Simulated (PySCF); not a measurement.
The same gas-phase reaction for B, Al, Ga, In:
- BI3 + 3 ICl → 3 I2 + BCl3
- AlI3 + 3 ICl → 3 I2 + AlCl3
- GaI3 + 3 ICl → 3 I2 + GaCl3
- InI3 + 3 ICl → 3 I2 + InCl3

Computed with PySCF and rigid-rotor harmonic-oscillator thermochemistry at 1 bar. † marks an energy on the PBE0/def2-TZVP geometry and frequencies; other levels use their own. CCSD(T) freezes the core. All species are closed-shell singlets. I, In: scalar-relativistic def2 core potential, no spin-orbit coupling. Ga: all electrons, no relativistic terms. CCSD(T) isn't extrapolated to the basis-set limit.

ΔH°(298 K) in kJ, by level:

| level | B | Al | Ga | In |
|---|---|---|---|---|
| ωB97M-V/def2-TZVP† | [?] | -250.8 | -175.9 | -128.3 |
| M06-2X/def2-TZVP† | [?] | -258.0 | -186.1 | -132.3 |
| CCSD(T)/def2-TZVPP† | [?] | -243.5 | -169.9 | -123.9 |
| BLYP/def2-TZVP† | [?] | -251.3 | -166.6 | -122.5 |
| PBE/def2-SVP | [?] | -257.4 | -186.8 | -134.7 |
| r2SCAN/def2-TZVP† | [?] | -256.7 | -179.9 | -131.1 |
| PBE/def2-TZVP† | -283.8 | -236.7 | -163.6 | -120.1 |
| PBE0/def2-TZVP | [?] | -247.2 | -175.6 | -127.6 |

### Question
Complete the blanks.

### Answer

- ωB97M-V/def2-TZVP†, B: -299.1
- M06-2X/def2-TZVP†, B: -310.7
- CCSD(T)/def2-TZVPP†, B: -279.1
- BLYP/def2-TZVP†, B: -289.9
- PBE/def2-SVP, B: -316.7
- r2SCAN/def2-TZVP†, B: -299.7
- PBE0/def2-TZVP, B: -299.5
